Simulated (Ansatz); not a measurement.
Computed with Ansatz on PBE0-D4/def2-TZVP structures; ΔE is electronic, products minus reactants. CCSD(T)/CBS is the MP2 limit (def2-TZVPP, def2-QZVPP) plus CCSD(T) − MP2 in def2-TZVPP, frozen cores. This one scheme is used for every species. DFT in def2-TZVPP. One conformer a species, not always the lowest.

`[CH3][AlH][S][SiH3]` → `[CH3][AlH][SH]` + `[SiH2]`  (silylene loss)

CCSD(T)/CBS gives +3.08 eV.

Another level gave +2.98 eV. Which?
A. CCSD(T)/def2-TZVPP
B. r2SCAN-D4/def2-TZVPP
C. CCSD/def2-TZVPP
D. PBE0/def2-TZVPP

A. CCSD(T)/def2-TZVPP 2.98, PBE0 3.12, r2SCAN-D4 3.29, CCSD/def2-TZVPP 2.93 eV.

Largest T1 diagnostic among the species: 0.014.

The D4 term adds +0.18 eV with B3LYP and +0.10 eV with PBE0; it sums over pairs of atoms, weighted by their polarisabilities, and B3LYP, whose exchange is more repulsive, gets the larger term. In def2-TZVPP, CCSD(T) changes the Hartree–Fock value by +0.14 eV (the triples alone add +0.06 eV) and MP2 by +0.39 eV.

B3LYP here is the variant with VWN-RPA as its local correlation; programs differ in this.
